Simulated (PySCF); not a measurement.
# Computed records: C2H10GeSi, C2H5ClGe, C2H6GeN

All values are calculated (PySCF 2.14.0). Calculation on a computer-drawn molecule: the log of a Hartree-Fock and frozen-core CCSD(T) single point meant for a local Hartree-Fock minimum, with one planted fault or none, to be diagnosed. Offsets are logged minus clean, where the clean run is the same molecule without the fault. The reference is restricted for singlets and unrestricted otherwise, and also for a bond in bohr or an excited solution. Adding or removing an electron swaps singlet and doublet. The excited solution moves the top pair (singlet) or top alpha electron (doublet) to the lowest empty orbital. Highest occupied and lowest empty are orbital energies over both spins, largest force is the largest gradient component, triples share is (T) over the correlation energy, the T1 limit is 0.02 restricted and 0.045 unrestricted, electrons count all cores, a negative frequency is imaginary (commonest isotopes), and the dipole is about the centre of nuclear charge; on germanium a core potential holds 10 electrons, which the energies leave out, and 3d is frozen in MP2 and coupled-cluster steps.

Common to all runs: meant charge 0; meant basis and core potential on germanium cc-pVDZ-PP ECP10MDF; logged SCF converged yes; logged CC converged yes; logged SCF stable within its kind yes; possible faults no fault, one electron removed, one electron added, multiplicity raised by two, geometry at a saddle point, SCF held on an excited solution, minimal basis STO-3G, one bond length entered in bohr, all coordinates scaled.

(1) 
```xyz
14
formula=C2H10GeSi meant_multiplicity=1 meant_basis=cc-pV(D+d)Z logged_electrons=68 logged_basis_functions=124 logged_spin_squared=0 logged_highest_occupied=-10.229 logged_lowest_empty=3.5082 logged_largest_force=0.016088 logged_T1_diagnostic=0.010035 logged_D1_diagnostic=0.023498 logged_triples_share=0.027591 logged_dipole_magnitude=0.85557 logged_energy_HF=-663.86437 logged_energy_CCSD(T)=-664.45675 planted_fault=all_coordinates_scaled,by_+2.2_% HF_energy_offset_from_clean_run=3.464 CCSD(T)_energy_offset_from_clean_run=1.042
C     -1.5084    -0.1998    -0.5855
C     -0.9293     1.0420     0.1699
Ge     1.0800     1.0354     0.3866
Si     1.8904    -0.8562     1.7400
H     -2.6179    -0.1239    -0.6915
H     -1.0785    -0.2911    -1.6124
H     -1.2901    -1.1521    -0.0437
H     -1.1977     1.9830    -0.3702
H     -1.3802     1.1230     1.1896
H      1.7570     0.9794    -1.0324
H      1.5271     2.3784     1.0712
H      1.5819    -2.1769     1.0627
H      1.2218    -0.8508     3.1013
H      3.3896    -0.7553     1.9375
```

Units: logged_highest_occupied, logged_lowest_empty in eV; logged_largest_force in hartree/bohr; logged_dipole_magnitude in debye; logged_energy_HF, logged_energy_CCSD(T) in hartree; HF_energy_offset_from_clean_run, CCSD(T)_energy_offset_from_clean_run in kcal/mol.

Drawn bonds:
```tsv
atom	other atom	order
1	2	1
2	3	1
3	4	1
1	5	1
1	6	1
1	7	1
2	8	1
2	9	1
3	10	1
3	11	1
4	12	1
4	13	1
4	14	1
```

(2) 
```xyz
9
formula=C2H5ClGe meant_multiplicity=1 meant_basis=cc-pV(D+d)Z logged_electrons=67 logged_basis_functions=99 logged_spin_squared=0.7659 logged_highest_occupied=-1.0801 logged_lowest_empty=7.6105 logged_largest_force=0.040861 logged_T1_diagnostic=0.011045 logged_D1_diagnostic=0.038586 logged_triples_share=0.026986 logged_dipole_magnitude=2.7326 logged_energy_HF=-831.57737 logged_energy_CCSD(T)=-832.15289
C     -0.0823     2.2910    -0.1479
C      1.0122     1.2187    -0.0536
Ge     1.2926     0.3943     1.7474
Cl    -0.7423    -0.4882     1.9834
H     -0.1419     2.6978    -1.1602
H      0.1154     3.1302     0.5257
H     -1.0596     1.8804     0.1072
H      0.7919     0.3937    -0.7423
H      1.9805     1.6342    -0.3564
```

Units: logged_highest_occupied, logged_lowest_empty in eV; logged_largest_force in hartree/bohr; logged_dipole_magnitude in debye; logged_energy_HF, logged_energy_CCSD(T) in hartree.

Drawn bonds:
```tsv
atom	other atom	order
1	2	1
2	3	1
3	4	1
1	5	1
1	6	1
1	7	1
2	8	1
2	9	1
```

(3) 
```xyz
10
formula=C2H6GeN meant_multiplicity=2 meant_basis=cc-pVDZ logged_electrons=57 logged_basis_functions=95 logged_spin_squared=1.1093 logged_highest_occupied=-8.4852 logged_lowest_empty=0.79081 logged_largest_force=0.026429 logged_T1_diagnostic=0.0388 logged_D1_diagnostic=0.19187 logged_triples_share=0.035016 logged_dipole_magnitude=2.0042 logged_energy_HF=-426.93665 logged_energy_CCSD(T)=-427.51385
C      1.5288    -0.4602     1.4644
C      0.8735     0.7391     0.8393
N      1.1982     1.1725    -0.2908
Ge     0.4292     2.6492    -1.1183
H      0.7792    -1.2285     1.6738
H      2.2911    -0.8637     0.8007
H      1.9825    -0.1821     2.4197
H      0.0888     1.2002     1.4562
H      1.5509     3.6694    -1.3787
H     -0.6815     1.7511    -3.6503
```

Units: logged_highest_occupied, logged_lowest_empty in eV; logged_largest_force in hartree/bohr; logged_dipole_magnitude in debye; logged_energy_HF, logged_energy_CCSD(T) in hartree.

Drawn bonds:
```tsv
atom	other atom	order
1	2	1
2	3	1
3	4	2
1	5	1
1	6	1
1	7	1
2	8	1
4	9	1
4	10	1
```

**Q.** Which fault was planted in the run of C2H5ClGe (entry 2)?
**A.** one electron added

**Q.** Give the missing planted fault for C2H6GeN (entry 3).
**A.** one bond length entered in bohr, row 9 of the drawn bonds

Further results for C2H5ClGe (entry 2):

```
HF energy offset from clean run      : -7.569 kcal/mol
CCSD(T) energy offset from clean run : -9.879 kcal/mol
```

Further results for C2H6GeN (entry 3):

```
HF energy offset from clean run      : 49.56 kcal/mol
CCSD(T) energy offset from clean run : 55.13 kcal/mol
```
